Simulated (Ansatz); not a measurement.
A set of 12 reactions (ligand exchange), with CCSD(T)/CBS values in kJ/mol:

| reaction | ΔE |
| --- | --- |
| `[SiH3]N[SiH2]S` + H₂Se → `S[SiH2][SeH]` + `N[SiH3]` | 5.1 |
| `ClB(Cl)[SeH]` + H–F → `FB(Cl)[SeH]` + HCl | -46.0 |
| `B[SiH2]OC` + CH₃SH → `CO[SiH2]SC` + BH₃ | -92.1 |
| `C[SiH2]B(C)C` + NH₃ → `CB(C)[SiH2]N` + CH₄ | -43.6 |
| `C=C[SiH2]BN` + NH₃ → `NB[SiH2]N` + `C=C` | -34.0 |
| `[F][Al]([SH])[O][SiH3]` + NH₃ → `[NH2][Al]([F])[O][SiH3]` + H₂S | 20.4 |
| `OC[CH2][GeH3]` + `BNC=C` → `B[N]([GeH3])C=C` + `CCO` | -16.4 |
| `O[SiH2][O][AlH2]` + HBr → `[AlH2][O][SiH2]Br` + H₂O | 0.5 |
| `BO[SiH](C)Br` + NH₃ → `C[SiH](N)Br` + `BO` | 34.8 |
| `CNBCl` + `[SiH3][SeH]` → `[SiH3][Se]BCl` + CH₃NH₂ | 72.1 |
| `F[C@@H]1[O][Ge@H]1[SiH3]` + `[NH2][AlH][Cl]` → `[SiH3][NH][AlH][Cl]` + `F[CH]1[O][GeH2]1` | -22.5 |
| `CO[SiH2]C[SiH3]` + `CB(O)F` → `CB(F)O[SiH3]` + `CO[SiH2]C` | -79.0 |

Computed with Ansatz on PBE0-D4/def2-TZVP structures; ΔE is electronic, products minus reactants. CCSD(T)/CBS adds triple-zeta CCSD(T) − MP2 to the extrapolated MP2 energy (def2 sets, frozen cores). This one scheme is used for every species. Functionals use def2-TZVPP. B3LYP here is the variant with VWN-RPA as its local correlation; programs differ in this. For Br, Ge, Se outer-core shells are correlated without core-valence functions, which leaves a few kJ/mol of doubt a bond. Scalar relativity is left out up to krypton. One conformer a species, not always the lowest.

**Question.** Give the mean, mean absolute and largest difference (level minus CCSD(T)/CBS, kJ/mol) for: PBE-D4, r2SCAN-D4, PBE0-D4, ωB97X-V, ωB97M-V, B2PLYP, r2SCAN, PBE0, B3LYP, MP2/def2-TZVPP, CCSD/def2-TZVPP, HF/def2-QZVPP, HF/CBS(def2), CCSD/CBS(def2). (Estimate.)

**Answer.** The calculation gave: 
| level | mean | mean absolute | largest |
| --- | --- | --- | --- |
| PBE-D4 | 3.5 | 6.7 | 16.1 |
| r2SCAN-D4 | 0.8 | 3.2 | -8.1 |
| PBE0-D4 | 2.3 | 4.9 | 9.7 |
| ωB97X-V | 0.1 | 3.2 | -9.8 |
| ωB97M-V | -0.1 | 3.3 | -9.1 |
| B2PLYP | -0.6 | 4.2 | -9.8 |
| r2SCAN | 0.8 | 3.6 | -8.9 |
| PBE0 | 2.4 | 5.9 | 10.8 |
| B3LYP | 0.4 | 7.1 | -15.6 |
| MP2/def2-TZVPP | -1.3 | 2.9 | -9.4 |
| CCSD/def2-TZVPP | 0.1 | 4.1 | -9.7 |
| HF/def2-QZVPP | -4.4 | 12.2 | -27.2 |
| HF/CBS(def2) | -4.4 | 12.3 | -27.3 |
| CCSD/CBS(def2) | -0.4 | 2.0 | -3.9 |

The largest T1 diagnostic in the set is 0.016, for `F[C@@H]1[O][Ge@H]1[SiH3]` (customary mark 0.02).

CCSD(T)/CBS is a level of theory with its own doubt, and the functionals carry their triple-zeta basis error, so these figures describe this set and don't rank the functionals.
